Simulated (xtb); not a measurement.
Cl₃Nd (SMILES [Cl][Nd]([Cl])[Cl]), quartet, at a GFN2-xTB geometry (such geometries of metal compounds can be far from the true shape) (GFN-xTB holds the 4f electrons in the core, so unpaired electrons go into valence orbitals and the state isn't the physical one); xtb 6.7.1 with GFN1-xTB.

Here is a job for xtb.
```
$ xtb mol.xyz --gfn 1 --uhf 3 --hess --json

# file mol.xyz
4

Nd    -0.35618013     0.23437750    -0.20731271
Cl    -1.30404649    -2.04254620     0.29163682
Cl     1.11828840     2.20764700    -0.41528298
Cl     1.44286442    -0.99231549     0.85533809
```

Question: Write the output that xtb gives for this input, abridged.

Answer: 
```
   ID    Z sym.   atoms
    1   60 Nd     1
    2   17 Cl     2-4

           -------------------------------------------------
          |                Calculation Setup                |
           -------------------------------------------------

           -------------------------------------------------
          |                 G F N 1 - x T B                 |
           -------------------------------------------------

          ...................................................
          :                      SETUP                      :
          :.................................................:
          :  # basis functions                  40          :
          :  # atomic orbitals                  36          :
          :  # shells                           12          :
          :  # electrons                        24          :
          :  # halogen bonds                     0          :
          :  max. iterations                   250          :
          :  Hamiltonian                  GFN1-xTB          :
          :  restarted?                      false          :
          :  GBSA solvation                  false          :
          :  PC potential                    false          :
          :  electronic temp.          300.0000000     K    :
          :  accuracy                    1.0000000          :
          :  -> integral cutoff          0.2500000E+02      :
          :  -> integral neglect         0.1000000E-07      :
          :  -> SCF convergence          0.1000000E-05 Eh   :
          :  -> wf. convergence          0.2000000E-04 e    :
          :  Broyden damping             0.4000000          :
          :  net charge                          0          :
          :  unpaired electrons                  3          :
          ...................................................

 iter      E             dE          RMSdq      gap      omega  full diag
   1    -13.4598154 -0.134598E+02  0.672E+00    0.08       0.0  T
   2    -13.5678600 -0.108045E+00  0.405E+00    0.10       1.0  T
   3    -13.5802143 -0.123543E-01  0.222E+00    0.12       1.0  T
   4    -13.5575628  0.226515E-01  0.310E+00    0.13       1.0  T
   5    -13.5800938 -0.225309E-01  0.424E-01    0.13       1.0  T
   6    -13.5805069 -0.413168E-03  0.295E-01    0.13       1.0  T
   7    -13.5807439 -0.237018E-03  0.645E-02    0.13       1.0  T
   8    -13.5807632 -0.192376E-04  0.337E-02    0.13       1.5  T
   9    -13.5807634 -0.262251E-06  0.310E-02    0.13       1.6  T
  10    -13.5807653 -0.183767E-05  0.678E-03    0.13       7.4  T
  11    -13.5807654 -0.782016E-07  0.232E-03    0.13      21.6  T
  12    -13.5807654 -0.961881E-08  0.370E-04    0.13     135.1  T
  13    -13.5807654 -0.229507E-09  0.108E-04    0.13     460.8  T
  14    -13.5807654 -0.216769E-10  0.205E-06    0.13   24362.0  T

   *** convergence criteria satisfied after 14 iterations ***

         :::::::::::::::::::::::::::::::::::::::::::::::::::::
         ::                     SUMMARY                     ::
         :::::::::::::::::::::::::::::::::::::::::::::::::::::
         :: total energy             -13.575792388105 Eh    ::
         :: gradient norm              0.013068421250 Eh/a0 ::
         :: HOMO-LUMO gap              0.132634468343 eV    ::
         ::.................................................::
         :: SCC energy               -13.580765361907 Eh    ::
         :: -> electrostatic           0.076122457519 Eh    ::
         :: repulsion energy           0.006766383404 Eh    ::
         :: dispersion energy         -0.001793409602 Eh    ::
         :: halogen bond corr.         0.000000000000 Eh    ::
         :: add. restraining           0.000000000000 Eh    ::
         :: total charge              -0.000000000202 e     ::
         :::::::::::::::::::::::::::::::::::::::::::::::::::::

           -------------------------------------------------
          |                Numerical Hessian                |
           -------------------------------------------------
step length          :   0.00500
SCC accuracy         :   0.30000
Hessian scale factor :   1.00000
frozen atoms in %    :   0.00000    0
RMS gradient         :   0.01307 !! INCOMPLETELY OPTIMIZED GEOMETRY !!
estimated CPU  time      0.00 min

writing file <hessian>.

 projected vibrational frequencies (cm⁻¹)
eigval :       -0.00    -0.00    -0.00     0.00     0.00     0.00
eigval :     -104.50    46.01    61.98   166.84   209.66   215.22
           -------------------------------------------------
          |                Property Printout                |
           -------------------------------------------------

    * Orbital Energies and Occupations

         #    Occupation            Energy/Eh            Energy/eV
      -------------------------------------------------------------
         1        2.0000           -0.9585081             -26.0823
         2        2.0000           -0.9473115             -25.7777
         3        2.0000           -0.9151968             -24.9038
         4        2.0000           -0.5368111             -14.6074
         5        2.0000           -0.5151749             -14.0186
         6        2.0000           -0.5126676             -13.9504
         7        2.0000           -0.5037049             -13.7065
         8        2.0000           -0.4947412             -13.4626
         9        2.0000           -0.4898912             -13.3306
        10        1.9996           -0.4847434             -13.1905
        11        1.9258           -0.4796501             -13.0519
        12        1.0746           -0.4748601             -12.9216
        13        0.8831           -0.3330759              -9.0635 (HOMO)
        14        0.0428           -0.3282016              -8.9308 (LUMO)
        15        0.0392           -0.3281141              -8.9284
        16        0.0346           -0.3279907              -8.9251
[...]
     3Cl   -0.41972 -0.54153   1.846  5.576 -0.002
     4Cl   -0.17304 -0.31060   1.850  5.323  0.001

Wiberg/Mayer (AO) data.
largest (>0.10) Wiberg bond orders for each atom

 ---------------------------------------------------------------------------
     #   Z sym  total        # sym  WBO       # sym  WBO       # sym  WBO
 ---------------------------------------------------------------------------
     1  60 Nd   1.947 --     3 Cl   0.755     2 Cl   0.633     4 Cl   0.559
     2  17 Cl   1.066 --     1 Nd   0.633     4 Cl   0.367
     3  17 Cl   0.908 --     1 Nd   0.755
     4  17 Cl   1.013 --     1 Nd   0.559     2 Cl   0.367
 ---------------------------------------------------------------------------

Topologies differ in total number of bonds
Writing topology from bond orders to xtbtopo.mol

 dipole moment from electron density (au)
     X       Y       Z
  -1.8859  -0.0080  -0.6453  total (Debye):    5.066

           -------------------------------------------------
          |               Frequency Printout                |
           -------------------------------------------------
 projected vibrational frequencies (cm⁻¹)
eigval :       -0.00    -0.00    -0.00     0.00     0.00     0.00
eigval :     -104.50    46.01    61.98   166.84   209.66   215.22
 reduced masses (amu)
   1: 38.66   2: 94.73   3: 99.24   4: 49.35   5: 72.39   6: 69.18   7: 44.56   8: 63.64
   9: 60.45  10: 37.06  11: 65.64  12: 56.89
 IR intensities (km·mol⁻¹)
   1:  4.45   2:  0.08   3:  1.29   4:  0.66   5:  1.07   6:  0.41   7:105.39   8: 13.92
   9: 11.05  10:  8.63  11:  2.49  12:  2.94
 Raman intensities (Ä⁴*amu⁻¹)
   1:  0.00   2:  0.00   3:  0.00   4:  0.00   5:  0.00   6:  0.00   7:  0.00   8:  0.00
   9:  0.00  10:  0.00  11:  0.00  12:  0.00
 output can be read by thermo (or use thermo option).
 writing <g98.out> molden fake output.
 recommended (thermochemical) frequency scaling factor: 1.0
           -------------------------------------------------
          |             Thermodynamic Functions             |
           -------------------------------------------------
Molecule has the following symmetry elements: (sigma)
It seems to be the Cs point group

cs  symmetry found (for desy threshold:  0.10E+00) used in thermo

          ...................................................
          :                      SETUP                      :
          :.................................................:
          :  # frequencies                           5      :
          :  # imaginary freq.                       1      :
          :  linear?                             false      :
          :  only rotor calc.                    false      :
          :  symmetry                               cs      :
          :  rotational number                       1      :
          :  scaling factor                  1.0000000      :
          :  rotor cutoff                   50.0000000 cm⁻¹ :
          :  imag. cutoff                  -20.0000000 cm⁻¹ :
          :.................................................:

    mode    ω/cm⁻¹     T·S(HO)/kcal·mol⁻¹    T·S(FR)/kcal·mol⁻¹   T·S(vib)
   ------------------------------------------------------------------------
       1     46.01    -1.48538 ( 41.76%)    -1.08093 ( 58.24%)    -1.24981
       2     61.98    -1.30984 ( 70.24%)    -0.99273 ( 29.76%)    -1.21548
       3    166.84    -0.73665 ( 99.20%)    -0.69949 (  0.80%)    -0.73635
       4    209.66    -0.61021 ( 99.68%)    -0.63184 (  0.32%)    -0.61028
       5    215.22    -0.59599 ( 99.71%)    -0.62409 (  0.29%)    -0.59607
   ------------------------------------------------------------------------

   temp. (K)  partition function   enthalpy   heat capacity  entropy
                                   cal/mol     cal/K/mol   cal/K/mol   J/K/mol
 298.15  VIB   85.5                 2102.735      8.601     14.785
         ROT  0.501E+06              888.752      2.981     29.061
         INT  0.428E+08             2991.488     11.582     43.846
         TR   0.384E+28             1481.254      4.968     42.437
         TOT                        4472.7417    16.5505    86.2835   361.0102

       T/K    H(0)-H(T)+PV         H(T)/Eh          T*S/Eh         G(T)/Eh
   ------------------------------------------------------------------------
    298.15    0.712777E-02    0.872181E-02    0.409961E-01   -0.322743E-01
   ------------------------------------------------------------------------

         :::::::::::::::::::::::::::::::::::::::::::::::::::::
         ::                  THERMODYNAMIC                  ::
         :::::::::::::::::::::::::::::::::::::::::::::::::::::
         :: total free energy         -13.608066655239 Eh   ::
         ::.................................................::
         :: total energy              -13.575792388105 Eh   ::
         :: zero point energy           0.001594039290 Eh   ::
         :: G(RRHO) w/o ZPVE           -0.033868306423 Eh   ::
         :: G(RRHO) contrib.           -0.032274267134 Eh   ::
         :::::::::::::::::::::::::::::::::::::::::::::::::::::
imag cut-off (cm-1) :    5.00
 found            1  significant imaginary frequency
 writing imag mode distorted coords to xtbhess.xyz
 for further optimization.

           -------------------------------------------------
          | TOTAL ENERGY              -13.575792388105 Eh   |
          | TOTAL ENTHALPY            -13.567070581224 Eh   |
          | TOTAL FREE ENERGY         -13.608066655239 Eh   |
          | GRADIENT NORM               0.013068414283 Eh/α |
          | HOMO-LUMO GAP               0.132634469123 eV   |
           -------------------------------------------------
########################################################################
[WARNING] Runtime exception occurred
-1- hessian_numhess: Hessian on incompletely optimized geometry!
########################################################################

normal termination of xtb
```
